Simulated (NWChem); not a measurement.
InH, singlet; SMILES [InH]

```xyz
2

In     0.0000     0.0000    -0.0141
H      0.0000     0.0000    -1.8774
```
Atoms are numbered in this order, from 1.

Low-valent species are run as closed-shell singlets; no triplet was tried in these runs. All runs use the structure optimised with PBE0/def2-SVP. def2 effective core potentials on In; no spin-orbit coupling.

Task: List the 6 lowest vertical singlet excitations from LDA (Slater exchange, VWN5)/def2-SVP with def2 effective core potentials on In, full TDDFT (NWChem).

Result: 
```
state  energy (eV)  oscillator strength  leading excitation (squared amplitude)
-----  -----------  -------------------  --------------------------------------
S1            2.57                0.018                      HOMO → LUMO (0.94)
S2            2.57                0.018                    HOMO → LUMO+1 (0.94)
S3            7.26                0.649                    HOMO → LUMO+2 (0.88)
S4            7.71                0.394                    HOMO−1 → LUMO (0.84)
S5            7.71                0.394                  HOMO−1 → LUMO+1 (0.84)
S6            8.10                0.378                    HOMO → LUMO+3 (0.95)
```
